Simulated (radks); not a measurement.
Results of a calculation; reference values are marked as such.
S IV, configuration [Ne] 3s2 3p1.

Code: a radial shooting solver on a logarithmic mesh with Libxc functionals. Model: Dirac Kohn-Sham, PBEsol, spin-unpolarised, spherical densities, finite nucleus; open shells fill j = l - 1/2 first; Fermi nuclear charge, rms radius 3.2611 fm.

Energy parts (eV):
| part | energy |
|---|---|
| total | -10773.304 |
| kinetic | 10821.539 |
| electron-nucleus | -25191.898 |
| Hartree | 4242.081 |
| exchange-correlation | -645.025 |

Orbitals (lengths in bohr, moments of r in powers of bohr; <r^-3> diverges for s and p1/2; r(90%) holds 90 % of the orbital's charge):
| orbital | occ. | eigenvalue (eV) | r(90%) | <r^2> | <r^-3> | <r> | small-component weight |
|---|---|---|---|---|---|---|---|
| 1s1/2 | 2 | -2444.648 | 0.173 | 0.01266 | - | 0.09698 | 3.23e-03 |
| 2s1/2 | 2 | -252.8279 | 0.750 | 0.2723 | - | 0.4784 | 4.93e-04 |
| 2p1/2 | 2 | -198.9025 | 0.732 | 0.2414 | - | 0.4396 | 4.73e-04 |
| 2p3/2 | 4 | -197.6336 | 0.735 | 0.2438 | 81.01 | 0.4418 | 4.70e-04 |
| 3s1/2 | 2 | -52.1538 | 2.25 | 2.643 | - | 1.521 | 9.27e-05 |
| 3p1/2 | 1 | -40.3097 | 2.50 | 3.181 | - | 1.659 | 7.86e-05 |
| 3p3/2 | 0 | -40.1760 | 2.51 | 3.199 | 8.582 | 1.663 | 7.83e-05 |

The highest occupied level is 3p1/2 at -40.310 eV. The density falls to 0.001 e/bohr^3 at r = 3.10 bohr. The electron density at the nucleus is 2944 e/bohr^3. Summed over all electrons, <r^2> = 10.49 bohr^2, which gives a Langevin (diamagnetic) susceptibility term of -8.31 x 10^-6 cm^3/mol. For comparison, the ionisation energy in NIST's Atomic Spectra Database is 47.22 eV (semi-empirical). In exact Kohn-Sham theory the highest level is minus the ionisation energy, but local and semilocal functionals leave it too shallow, through self-interaction and a potential that decays too fast; potentials with the right tail come closer.

Beside tabulated values, note that spin-unpolarised runs miss the spin-polarisation part of the exchange energy of open shells.
